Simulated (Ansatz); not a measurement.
# Which method gave which barrier?

Saddle point of SnH5Cl, closed shell (SnH₄ + HCl → SnH₃Cl ([Cl][SnH3]) + H₂; bonds formed: Sn1–Cl7, H2–H6; bonds broken: Sn1–H2, H6–Cl7), PBE0-D4/def2-TZVP structure:

Sn1  (-0.377, 0.578, -0.017)
H2  (0.435, -0.892, -1.054)
H3  (-0.926, 1.083, -1.570)
H4  (-1.703, 0.093, 0.912)
H5  (0.759, 1.686, 0.562)
H6  (0.750, -1.207, -0.247)
Cl7  (1.063, -1.340, 1.414)
(Å)

Computed with Ansatz 0.2.0 (basis: def2-TZVPP, with def2-QZVPP for the basis limit); correlated methods freeze the cores. Filled d shells of the heavier atoms are correlated. Core potentials replace the inner electrons of the atoms past krypton. The def2 sets are not built for correlating such inner shells, so the correlated values are less sure here. B3LYP uses VWN-RPA correlation. Extrapolation: Hartree–Fock as exp(−7.88 √X), correlation as X^−2.97. Four methods, as single points on the PBE0-D4 structures, gave these electronic barriers from the start structure: 20.76, 28.52, 32.34, 40.52 kcal/mol.

(1) The methods were, in alphabetical order, B3LYP-D4, HF, MP2, SPW92. Which gave which? (Judge from chemistry; the calculation decides.)

T1 diagnostic: at most 0.014.

Answers

(1) The calculation gives: SPW92 20.76; B3LYP-D4 28.52; MP2 32.34; HF 40.52 kcal/mol. For comparison, CCSD(T) at an estimated basis limit (MP2 extrapolated from triple and quadruple zeta, plus CCSD(T) − MP2 in triple zeta) gives 29.62 kcal/mol.

Labels in which every atom is bracketed show which atoms are joined, not bond orders.

For scale, one of the runs: CCSD(T)/def2-TZVPP, 162 basis functions (an equivalent command: `ansatz run in.yaml --threads 2`). Time: 35 s of wall clock on 2 CPU threads; the host was shared. Peak host memory: 1.3 GiB.
